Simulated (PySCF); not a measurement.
## Correlation energy of Hf⁺ (hafnium, charge +1)

[Xe] 4f14 5d2 6s1, 6s spin antiparallel (an excited configuration). All numbers are calculated (PySCF 2.14, scalar relativity by spin-free X2C-1e, in x2c-TZVPPall). Frozen: [Xe] 4f14; 3 electrons correlated.

MP2 pair energies summed by pair of shells (mhartree):

```tsv
pair	energy	share (%)
5d-6s	-19.07	85.6
5d-5d	-3.21	14.4
```

Total MP2 correlation energy: -22.28 mhartree.

Same-spin part -3.21 and opposite-spin part -19.07 mhartree; SCS-MP2 scales them by 1/3 and 6/5 to -23.95 mhartree.
